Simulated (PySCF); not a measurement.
Positional isomers: styrene silyl+mercapto. Isolated molecules, 0 K electronic values unless said otherwise. One relaxed conformer stands for each flexible species; it need not be the lowest. Strings in code marks are SMILES.

Calculation: ωB97X-D3(BJ)/def2-TZVP // B3LYP-D3(BJ)/def2-SVP run with PySCF. All candidates: neutral, multiplicity 1. Delta-SCF ions had no search for a lower state. Excitations are Tamm–Dancoff values on a coarser integration grid. The basis has no diffuse functions, so Rydberg states are missing or too high.

The brightest of the four lowest singlets (TDA) is 5.14 eV and the T1 excitation (TDA) comes out as 3.35 eV. The vertical electron affinity (Delta-SCF) comes out as -0.34 eV.

Task: Which member has these values?
A) `C=Cc1cc([SiH3])ccc1S` (C–C–C–C torsion 34°, C–C–S–H torsion 38°)
B) `C=Cc1c([SiH3])cccc1S` (C–C–C–C torsion -133°, C–C–S–H torsion 16°)
C) `C=Cc1ccc(S)cc1[SiH3]` (C–C–C–C torsion 16°, C–C–S–H torsion -2°)
D) `C=C([SiH3])c1ccc(S)cc1` (Si–C–C–C torsion -148°, C–C–S–H torsion -2°)

Result: D, `C=C([SiH3])c1ccc(S)cc1` (Si–C–C–C torsion -148°, C–C–S–H torsion -2°). The others give `C=Cc1cc([SiH3])ccc1S` (C–C–C–C torsion 34°, C–C–S–H torsion 38°): 6.03 eV, 3.45 eV, -0.26 eV; `C=Cc1ccc(S)cc1[SiH3]` (C–C–C–C torsion 16°, C–C–S–H torsion -2°): 4.95 eV, 3.13 eV, -0.15 eV; `C=Cc1c([SiH3])cccc1S` (C–C–C–C torsion -133°, C–C–S–H torsion 16°): 6.16 eV, 3.52 eV, -0.32 eV
